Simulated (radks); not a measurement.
Results of a calculation; reference values are marked as such.
Task: Mean orbital radii <r> (bohr) of the beryllium ion Be2+, [He], of relativity; Dirac values are averaged over j with weights 2j + 1. Spin-unpolarised spherical Kohn-Sham, LDA (Slater exchange, Perdew-Wang correlation), point nucleus unless stated (finite: rms radius 2.519 fm), a radial shooting solver on a logarithmic mesh with Libxc functionals. A level marked "c x" has the speed of light scaled by that factor.

shell  non-rel.
1s       0.4208

Give the values at the level "Dirac, c x 100".

Result: 
shell  Dirac, c x 100  change of magnitude (%)
1s             0.4208                    0.00
